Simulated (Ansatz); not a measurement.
Gas-phase electronic energies from Ansatz, PBE0-D4/def2-TZVP geometries. CBS: MP2 limit from def2 TZ/QZ plus the TZ coupled-cluster correction, frozen cores. This one scheme is used for every species. DFT in def2-TZVPP. B3LYP here is the variant with VWN-RPA as its local correlation; programs differ in this. Each species was taken in one conformer, which may not be the lowest.

Reaction (substitution at a C–O bond): `C[SiH2]C(C)O` + H–F → `C[SiH2]C(C)F` + H₂O

CCSD(T)/CBS gives -5.5 kJ/mol.

(1) Another level gave -6.6 kJ/mol. Which?
A. CCSD/def2-TZVPP
B. B2PLYP/def2-TZVPP
C. B3LYP/def2-TZVPP
D. MP2/def2-TZVPP

Largest T1 diagnostic among the species: 0.011.

Results:

(1) A. CCSD/def2-TZVPP -6.6, B3LYP -15.4, B2PLYP -10.7, MP2/def2-TZVPP -0.2 kJ/mol.

Leaving LDA and LC-ωPBE aside and taking each functional with its dispersion term where it has one, the values, not all of them listed here, spread over 8.6 kJ/mol, from CAM-B3LYP-D4 to PBE-QIDH. LDA lies +6.1 kJ/mol from PBE without D4. The D4 term adds +3.5 kJ/mol with B3LYP and +1.9 kJ/mol with PBE0; it sums over pairs of atoms, weighted by their polarisabilities, and B3LYP, whose exchange is more repulsive, gets the larger term.

CCSD(T)/CBS has its own doubt, a few kJ/mol and more with outer-core shells, so smaller differences from it don't rank the levels.
